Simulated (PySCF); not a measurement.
Constants of RbO, step by step

State: ²Σ⁺, doublet, unpaired electrons σ ↑. De refers to Rb + O. ROHF-based CCSD(T) in PySCF 2.14 with Rb cc-pwCVDZ-X2C, O aug-cc-pVDZ-DK and Rb cc-pwCVTZ-X2C, O aug-cc-pVTZ-DK (frozen core orbitals: 15; spin-free X2C with a Gaussian nucleus). Correlation energies are extrapolated as n⁻³ (n = 2, 3), Hartree–Fock as (n+1)·exp(−9√n). CV is the change on freezing 14 orbitals instead, in Rb cc-pwCVTZ-X2C, O cc-pCVTZ-DK.

| Level | Re (Å) | ωe (cm⁻¹) | ωexe (cm⁻¹) | αe (cm⁻¹) | De (eV) |
| --- | --- | --- | --- | --- | --- |
| CCSD(T)/DZ | 2.3199 | 364.2 | 2.16 | 0.00189 | 2.503 |
| CCSD(T)/TZ | 2.2737 | 379.3 | 2.08 | 0.00178 | 2.782 |
| HF/CBS | 2.3280 | 366.6 | 2.06 | 0.00180 | 1.076 |
| MP2/CBS | 2.2570 | 383.3 | 2.07 | 0.00176 | 2.994 |
| CCSD/CBS | 2.2664 | 384.5 | 2.07 | 0.00175 | 2.731 |
| CCSD(T)/CBS | 2.2609 | 384.7 | 2.06 | 0.00174 | 2.886 |
| CCSD(T)/CBS+CV | 2.2603 | 384.9 | 2.06 | 0.00174 | 2.891 |

Q: How much is left between CCSD(T)/TZ and the basis-set limit, and how much do the triples give at the limit?

A: CCSD(T)/CBS less CCSD(T)/TZ: -12.8 mÅ in Re, +5.4 cm⁻¹ in ωe and +0.104 eV in De. CCSD(T)/CBS less CCSD/CBS: -5.5 mÅ in Re, +0.2 cm⁻¹ in ωe and +0.155 eV in De.

Q: What do the later terms add?

A: CV: -0.6 mÅ in Re, +0.2 cm⁻¹ in ωe and +0.005 eV in De, each against the row above.

The T1 diagnostic is 0.020. The state was picked by a PBE0 search and need not be the measured ground state. Spin–orbit coupling, excitations beyond (T) and corrections to the Born–Oppenheimer picture are left out.

The whole job (state search and all basis sets along the bond) took about 30 min on 4 threads of Arm Neoverse V1 (shared host), peak memory 8.8 GiB.
